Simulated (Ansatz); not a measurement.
`C[SiH2]F` + arsine → `C[SiH2][AsH2]` + H–F at 400 K and 1 bar (ligand exchange at the Si–F bond).

Program: Ansatz. Geometries: PBE0-D4/def2-TZVP. ΔE: electronic, gas phase. CCSD(T)/CBS is the MP2 limit (def2-TZVPP, def2-QZVPP) plus CCSD(T) − MP2 in def2-TZVPP, frozen cores. This one scheme is used for every species. For As outer-core shells are correlated without core-valence functions, which leaves a few kJ/mol of doubt a bond. Scalar relativity is left out up to krypton.

```json
{"species": "`C[SiH2]F`", "CCSD(T)/CBS energy (Eh)": "-430.00374", "H − E (kJ/mol)": "171.0", "S (J/(mol·K))": "310.0"}
{"species": "`[AsH3]`", "CCSD(T)/CBS energy (Eh)": "-2236.79077", "H − E (kJ/mol)": "72.0", "S (J/(mol·K))": "234.9"}
{"species": "`C[SiH2][AsH2]`", "CCSD(T)/CBS energy (Eh)": "-2566.35921", "H − E (kJ/mol)": "212.7", "S (J/(mol·K))": "363.9"}
{"species": "H–F", "CCSD(T)/CBS energy (Eh)": "-100.39570", "H − E (kJ/mol)": "36.5", "S (J/(mol·K))": "182.2"}
```

H − E and S are ideal-gas, rigid-rotor, harmonic terms from PBE0-D4/def2-TZVP, for one conformer and one mirror image of each species. 1 Eh = 2625.50 kJ/mol, R = 8.31446 J/(mol·K).

Question: By hand: ΔE, ΔH, ΔS and ΔG.

Answer: ΔE = (-2566.35921) + (-100.39570) − (-430.00374) − (-2236.79077) = 0.03960 Eh = 104.0 kJ/mol. Δ(H − E) = 212.7 + 36.5 − 171.0 − 72.0 = 6.2, so ΔH = 110.2 kJ/mol. ΔS = 363.9 + 182.2 − 310.0 − 234.9 = 1.2 J/(mol·K). ΔG = 110.2 − 400 × (1.2)/1000 = 109.7 kJ/mol.

Question: By hand: the equilibrium constant, and the temperature at which ΔG would vanish if ΔH and ΔS stayed fixed.

Answer: log₁₀ K = −ΔG/(RT ln 10) = -14.3. ΔG = 0 at ΔH/ΔS = 91833 K, far beyond where these terms or the molecules hold.

The number of gas molecules stays the same, so ΔS is small and ΔH decides. A doubt of 5 kJ/mol in ΔE shifts log₁₀ K by 0.7 here. Other conformers and mirror images would add mixing entropy, several J/(mol·K) or more a flexible species. These are equilibria of isolated gas molecules and say nothing of rates. Largest T1 diagnostic: 0.011 (customary marks: 0.02 for closed shells, 0.045 for open ones).
